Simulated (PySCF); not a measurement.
**C₆ coefficients of unlike pairs at UHF**

Calculated with PySCF 2.14 from the dipole response of each species, C₆(A,B) = (3/π) ∫ α_A(iu) α_B(iu) du, in atomic units, from isotropic polarisabilities. For ions this is the dispersion term alone; charge-induced terms of lower order in 1/R come first.

| species | configuration | basis | relativity | α (bohr³) | C₆ (like pair) |
| --- | --- | --- | --- | --- | --- |
| P | [Ne] 3s2 3p3 (4S) | aug-cc-pV(T+d)Z (6s5p4d2f) | none | 25.41 | 188.5 |
| Xe(3+) | [Kr] 4d10 5s2 5p3 (4S) | aug-cc-pwCVDZ-PP with ECP28MDF (6s5p4d1f) | core potential | 9.798 | 57.09 |
| Te | [Kr] 4d10 5s2 5p4 (3P) | aug-cc-pwCVTZ-DK3 (10s9p7d4f1g) | spin-free X2C | 37.97 | 419.4 |
| In | [Kr] 4d10 5s2 5p1 (2P) | aug-cc-pVDZ-PP with ECP28MDF (5s4p3d) | core potential | 73.28 | 771.6 |

(1) Estimate C₆ for Te with Xe(3+).

No spin-orbit coupling is included.

The other pairs:

```json
{"pair": "Xe(3+), P", "C₆": "97.52"}
{"pair": "In, P", "C₆": "363.2"}
{"pair": "In, Xe(3+)", "C₆": "171.5"}
{"pair": "In, Te", "C₆": "539.5"}
{"pair": "Te, P", "C₆": "280.7"}
```

## Answers

(1) The integral gives 147.3. The combination rule 2 C_A C_B / (C_A α_B/α_A + C_B α_A/α_B) gives 145.3 and the geometric mean 154.7.
